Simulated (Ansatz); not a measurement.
A run for Ansatz (a first-principles code): R-PBE0/def2-TZVPP on ClHSSn (SMILES [SH][Sn][Cl]), a point of a torsion scan. Elements past Kr take the def2 small-core potentials; no spin–orbit coupling.

Ansatz 0.2 input:
```yaml
crystal:
  periodic: [false, false, false]
  atoms:
    - {symbol: S, position_ang: [-1.38789685, 0.35793363, 0.46947674]}
    - {symbol: Sn, position_ang: [0.82529300, 1.13446851, -0.28581974]}
    - {symbol: Cl, position_ang: [1.72648592, -0.95771918, -0.96045306]}
    - {symbol: H, position_ang: [-1.48379645, -0.67209565, -0.35664063]}
basis:
  gaussian:
    orbitals: def2-TZVPP
hamiltonian:
  xc: {name: PBE0}
scf: {lower_state_search: off}
```

Output:

```
WARN ansatz: RAYON_NUM_THREADS=1 ignored (pool sized by the plan → 1); use --threads N
Functional definition: PBE0
these checks for a lower state are left out or cut short: stability, starts, cluster_reference, orbital_swaps, neighbouring_geometries, increment
integrals: 0.08 GiB planned
1160 factors; their error is unknown
mean field: 0.64 GiB planned
mean field evaluation 1: about -29199.4540 eV, gradient 2.4e1 eV
mean field evaluation 2: about -29196.0701 eV, gradient 4.2e1 eV
mean field evaluation 4: about -29201.2547 eV, gradient 2.0e0 eV
mean field evaluation 8: about -29201.2638 eV, gradient 4.4e-2 eV
mean field evaluation 16: about -29201.3868 eV, gradient 6.6e-5 eV
mean field -29201.38675660 eV, -1073.1311698941 hartree, gradient 4.6e-6 eV, S^2 0.000000; 0 other end points of the search recorded, 0 dependent functions left out
reference -29201.38678341 eV, -1073.1311708794 hartree; 28, 28 occupied and 120, 120 virtual orbitals, 1160 factors
Total energy: -29201.38678341 eV, -1073.1311708794 hartree
Checks for a lower state left out: stability, starts, cluster_reference, orbital_swaps, neighbouring_geometries, increment
```

The run converged.

Cost: roughly 2.4 core-seconds.
